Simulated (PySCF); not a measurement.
A structure optimised at B3LYP-D3(BJ)/def2-SVP, used in a PySCF frequency run:

```xyz
5

Zr     0.0000     0.0000    -0.8914
F      0.0000    -1.5430    -1.9851
F      0.0000     1.5430    -1.9851
I     -2.2196     0.0000     0.6735
I      2.2196     0.0000     0.6735
```
Charge 0, spin multiplicity 1.

**Question.** Write its SMILES, formula and point group.

**Answer.** [F][Zr]([F])([I])[I], F2I2Zr, C2v

**Question.** What are its rotational constants (standard atomic weights)?

**Answer.** 1.1828, 0.37691, 0.31842 GHz
